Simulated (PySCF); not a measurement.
Below is a simulated gas-phase C 1s photoelectron spectrum of `[CH3][GeH2][CH2][SiH2]N`.

Every computed line was given a Gaussian of 1.0 eV full width at half maximum and an area set by the number of equivalent atoms; the highest printed point is 100. Computed with delta-SCF UKS SCAN, pcX-2 on the ionised atom, pcseg-1 elsewhere, spin-free X2C in PySCF.

(binding energy (eV), intensity): (288.1, 0), (288.2, 0), (288.3, 1), (288.4, 2), (288.5, 3), (288.6, 6), (288.7, 9), (288.8, 14), (288.9, 21), (289.0, 30), (289.1, 40), (289.2, 52), (289.3, 63), (289.4, 75), (289.5, 84), (289.6, 92), (289.7, 97), (289.8, 100), (289.9, 100), (290.0, 97), (290.1, 92), (290.2, 85), (290.3, 75), (290.4, 64), (290.5, 53), (290.6, 41), (290.7, 31), (290.8, 22), (290.9, 15), (291.0, 9), (291.1, 6), (291.2, 3), (291.3, 2), (291.4, 1), (291.5, 0), (291.6, 0)

How many maxima does the curve show, and how many computed lines lie under it?

The curve has 1 maximum (at 289.9 eV). Under it lie 2 lines from 2 inequivalent carbon sites. At this width some lines have no maximum of their own.

Decompose the envelope and assign each component. Numbering: `[CH3:1][GeH2:2][CH2:3][SiH2:4][NH2:5]`.

| position (eV) | relative area | line | atoms | environment |
| --- | --- | --- | --- | --- |
| 289.55 | 1 | C 1s | C3 | sp3 carbon bound to silicon |
| 290.16 | 1 | C 1s | C1 | sp3 carbon bound to germanium |

What are the centre and the root-mean-square width of the whole band?

The area-weighted mean of the lines is 289.85 eV. Their own spread about it is 0.31 eV (rms) and each Gaussian has σ = 1.0/2.355 = 0.42 eV; the variances add, which gives 0.52 eV.

Above which line width would these two lines show one maximum?

Two equal Gaussians merge once their distance is under 2σ = FWHM/1.177. With 0.61 eV between them that is a full width over 0.72 eV.

The listed C 1s values span 0.61 eV, from C3 (bonded to 2 H, Ge and Si) to C1 (bonded to 3 H and Ge). Summing the Pauling electronegativity differences to the bonded atoms, each weighted by its formal bond order, gives -1.89 for the lowest site and -1.59 for the highest.

No satellites, vibrations or lifetime broadening are included. The structure is a single PBE0-D3(BJ)/def2-SVP conformer in the gas phase; no vibrational or solvent corrections.

The values belong to the conformer `[CH3:1][GeH2:2][CH2:3][SiH2:4][NH2:5]`: C1–Ge2–C3–Si4 50°, Ge2–C3–Si4–N5 42°, H–N5–Si4–C3 65°, H–N5–Si4–C3 -78°.
